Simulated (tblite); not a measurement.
Species: C₇H₁₆P₂.
Atom-mapped SMILES: `[CH3:1][CH2:2][P:3]1[CH2:4][CH2:5][P:6]([CH3:7])[CH2:8][CH2:9]1` (hydrogens: H10, H11, H12 on C1; H13, H14 on C2; H15, H16 on C4; H17, H18 on C5; H19, H20, H21 on C7; H22, H23 on C8; H24, H25 on C9)

Computed geometry: GFN2-xTB, gas phase.

(1) List the bond lengths, angles and torsions at this level.

## Answers

(1) 
| bond | length (bohr) | order |
| --- | --- | --- |
| C1–C2 | 2.878 | single |
| C2–P3 | 3.520 | single |
| P3–C4, P3–C9 | 3.520 | single |
| C4–C5, C8–C9 | 2.880 | single |
| C5–P6, P6–C8 | 3.518 | single |
| P6–C7 | 3.493 | single |
| C1–H10, C1–H11, C1–H12 | 2.057 | single |
| C2–H13, C2–H14 | 2.068 | single |
| C4–H15 and 3 like bonds | 2.069 | single |
| C5–H17 and 3 like bonds | 2.070 | single |
| C7–H19, C7–H20, C7–H21 | 2.058 | single |

Bonds in one row agree within 0.02 bohr and their mean is given. Orders are formal, as drawn. A selection of angles:
| angle | degrees |
| --- | --- |
| C1–C2–P3 | 112.0 |
| C2–P3–C4 | 98.9 |
| C2–P3–C9 | 97.5 |
| C4–P3–C9 | 97.3 |
| P3–C4–C5 | 110.9 |
| C4–C5–P6 | 110.9 |
| C5–P6–C7 | 98.1 |
| C5–P6–C8 | 97.3 |

Torsions: C1–C2–P3–C4 77° (synclinal); C2–P3–C4–C5 163° (antiperiplanar); P3–C4–C5–P6 -73° (synclinal); C4–C5–P6–C7 164° (antiperiplanar); C5–P6–C8–C9 -64° (synclinal); P6–C8–C9–P3 73° (synclinal); C2–P3–C9–C8 -164° (antiperiplanar). The mirror-image conformer, all signs reversed, is as good.

The 6-membered ring P3–C4–C5–P6–C8–C9 has internal angles of 97.3° to 110.9°; it is puckered, 0.32 Å rms from its mean plane, widest ring torsion 73°. P6 (phosphine phosphorus) is pyramidal (angles 98.2°, 98.1° and 97.3°, sum 293.7°, 0.91 Å off the plane of its three neighbours). Of the pairs four or more bonds apart, H13···H15 is among the closest relative to their van der Waals radii: 2.42 Å, 101 % of the sum of Bondi's values. All 3 C–C bonds measure 1.523 to 1.524 Å. P3 (phosphine phosphorus) is pyramidal (angles 98.9°, 97.5° and 97.3°, sum 293.7°, 0.92 Å off the plane of its three neighbours).

Point group: C1 (no symmetry element, even within 0.4 Å). Its GFN2-xTB frequencies are all real (lowest 58 cm⁻¹). The numbers are those of one conformer.
